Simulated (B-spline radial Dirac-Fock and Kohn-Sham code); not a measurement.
# X-ray scattering factor of Eu⁵⁺

System: Eu⁵⁺, configuration [Kr] 4d10 4f5 5s2 5p5.

The computed values come from a radial B-spline solver: Dirac-Fock densities. f₀ is the Fourier transform of the spherical electron density, S the Waller-Hartree incoherent function, and s = sin θ/λ. The electron scattering factor follows from the Mott-Bethe formula f_e = 0.023934 Å⁻¹·(Z − f₀)/s².

```tsv
s (Å⁻¹)	f₀	S	f_e (Å)
0	58.000	0.000	–
0.05	57.470	0.545	52.938
0.1	55.958	2.022	16.855
0.15	53.666	4.063	9.929
0.2	50.870	6.306	7.258
0.25	47.847	8.528	5.803
0.3	44.821	10.642	4.834
0.35	41.942	12.623	4.114
0.4	39.283	14.460	3.548
0.45	36.863	16.148	3.089
0.5	34.668	17.695	2.712
0.6	30.837	20.454	2.138
0.7	27.594	22.923	1.729
0.8	24.837	25.210	1.427
0.9	22.525	27.353	1.196
1	20.623	29.363	1.014
1.1	19.076	31.239	0.869
1.2	17.814	32.975	0.751
1.4	15.850	35.984	0.576
1.6	14.252	38.401	0.456
1.8	12.776	40.349	0.371
2	11.365	41.969	0.309
2.5	8.362	45.146	0.209
3	6.437	47.537	0.150
3.5	5.378	49.394	0.113
4	4.749	50.866	0.087
5	3.813	53.003	0.057
6	2.966	54.398	0.040
```

f₀ starts at the number of electrons, 58, and has fallen to half at s ≈ 0.66 Å⁻¹. The sum of ⟨r²⟩ over the electrons is 29.10 bohr². For an ion f_e diverges as s goes to zero, because of the net charge.
